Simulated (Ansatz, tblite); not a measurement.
Cost and result up the ladder for the cluster Cu3H3⁻ (the lowest doublet isomer of a short search) (6 atoms). Total charge -1; doublet. Geometry: PBE0-D4/def2-SVPD.

Cartesian coordinates in Å:
```
Cu -0.375 0.550 0.187
Cu -2.492 1.159 1.253
Cu 1.525 -0.916 -0.433
H 2.050 -2.034 -1.364
H -1.848 0.981 -0.253
H 1.140 0.260 0.610
```

Ansatz on 4 threads of Arm Neoverse V2 on a shared host; xTB runs through tblite on one thread. Times are rough, summed over both states, and most runs start from the orbitals of an earlier one. PBE-QIDH/def2-TZVPD serves as the yardstick here, not as an exact answer. Differences are given only for rows in sets of like size (and for xTB, whose basis is part of the method), since another set adds its own error. The other state is a quartet at its own geometry.

The xTB rows come from tblite. Correlated methods freeze 27 core orbitals. The rows differ in basis, and correlated rows in double-zeta sets carry the largest basis error. In CCSD on the charge -1 quartet the largest single amplitude is 0.24, so its Hartree–Fock determinant may place the open shell otherwise than the density functionals do. The structure comes from a short search, and lower isomers may exist.

Run but left out: HF/def2-SVPD, HF/def2-TZVPD, MP2/def2-SVPD, MP2/def2-TZVPD (quartet: a determinant that CCSD turns far, T1 0.062).

Second-order perturbation terms are unreliable where d shells bring near-degenerate states, and here PBE-QIDH/def2-TZVPD lies more than 0.4 eV from the median of the functionals without such a term.

Correlated methods converge slowly with the basis, most of all in double-zeta sets.

xTB has no spin-polarisation term.

```csv
level,functions,wall time
GFN1-xTB,33,0.007 s
GFN2-xTB,30,0.009 s
LDA (SPW92)/def2-TZVPD,171,4.1 s
revPBE-D4/def2-TZVPD,171,8.2 s
PBE-D4/def2-TZVPD (with forces),171,8.5 s
BLYP-D4/def2-TZVPD,171,9.2 s
RPA@PBE/def2-TZVPD,171,15 s
PBE0-D4/def2-TZVPD,171,16 s
r2SCAN-D4/def2-TZVPD,171,22 s
PBE-QIDH/def2-TZVPD,171,25 s
r2SCAN0-D4/def2-TZVPD,171,27 s
CCSD(T)/def2-SVPD,126,1.7 min
```

Question: Estimate what each level gives for the quartet − doublet (eV).

Answer: 
| level | quartet − doublet (eV) | difference from PBE-QIDH/def2-TZVPD (eV) | remarks |
| --- | --- | --- | --- |
| GFN1-xTB | 3.36 | 0.31 | – |
| GFN2-xTB | 4.83 | 1.77 | – |
| LDA (SPW92)/def2-TZVPD | 2.46 | -0.60 | HOMO above zero (doublet), HOMO above zero (quartet) |
| revPBE-D4/def2-TZVPD | 2.35 | -0.70 | HOMO above zero (doublet), HOMO above zero (quartet) |
| PBE-D4/def2-TZVPD (with forces) | 2.38 | -0.68 | HOMO above zero (doublet), HOMO above zero (quartet) |
| BLYP-D4/def2-TZVPD | 2.49 | -0.57 | HOMO above zero (doublet), HOMO above zero (quartet) |
| RPA@PBE/def2-TZVPD | 2.48 | -0.58 | – |
| PBE0-D4/def2-TZVPD | 2.50 | -0.56 | – |
| r2SCAN-D4/def2-TZVPD | 2.28 | -0.78 | HOMO above zero (doublet), HOMO above zero (quartet) |
| PBE-QIDH/def2-TZVPD | 3.06 | 0.00 | – |
| r2SCAN0-D4/def2-TZVPD | 2.39 | -0.67 | – |
| CCSD(T)/def2-SVPD | 2.75 | – | large T1 (0.062) (quartet) |
